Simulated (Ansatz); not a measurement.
Start from `[CH3][In]([F])[F]` and change one element to get `CB(F)F`.

Ansatz, PBE0-D4/def2-TZVP geometries, multiplicity 1. 

Elements past krypton have def2 core potentials.

```tsv
property	`[CH3][In]([F])[F]`
HOMO–LUMO gap (PBE0/def2-TZVPP) / eV	7.55
size of the dipole moment (B3LYP/def2-TZVPP) / D	4.65
LUMO energy (PBE0/def2-TZVPP) / eV	-1.68
LUMO energy (PBE/def2-TZVPP) / eV	-2.58
HOMO energy (B3LYP/def2-TZVPP) / eV	-9.00
HOMO–LUMO gap (PBE/def2-TZVPP) / eV	5.15
```

(1) What does the change do to each property? (Best estimate.)

Answers

(1) The calculation gave: 
```tsv
property	`CB(F)F`	shift
HOMO–LUMO gap (PBE0/def2-TZVPP) / eV	10.64	3.09
size of the dipole moment (B3LYP/def2-TZVPP) / D	1.66	-2.99
LUMO energy (PBE0/def2-TZVPP) / eV	0.37	2.05
LUMO energy (PBE/def2-TZVPP) / eV	-0.70	1.88
HOMO energy (B3LYP/def2-TZVPP) / eV	-10.03	-1.03
HOMO–LUMO gap (PBE/def2-TZVPP) / eV	7.90	2.75
```

With PBE0 the HOMO falls by 1.03 eV and the LUMO rises by 2.05 eV, so the gap widens by about 3.08 eV. PBE moves the HOMO by -0.87 eV and ωB97M-V by -1.17 eV. Dipoles are sizes alone; their direction can turn.

B3LYP here is the variant with VWN-RPA as its local correlation; programs differ in this.
